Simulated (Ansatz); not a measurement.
Harmonic frequencies (cm⁻¹) at PBE0-D4/def2-TZVP from Ansatz: 30, 105, 118, 150, 183, 214, 387, 538, 545, 626, 631, 711, 978, 988, 1352, 1466, 1478, 2001, 3075, 3170, 3178.

Each molecule was computed in one conformer, which needn't be the lowest.

Problem. Which molecule is it?
A. `[CH3][Sn]([F])([F])[SH]`
B. `[CH3][Sn]([OH])([F])[Cl]`
C. `[NH2][SnH2][NH2]`
D. `C[S][SnH]([F])[F]`

Solution. D.
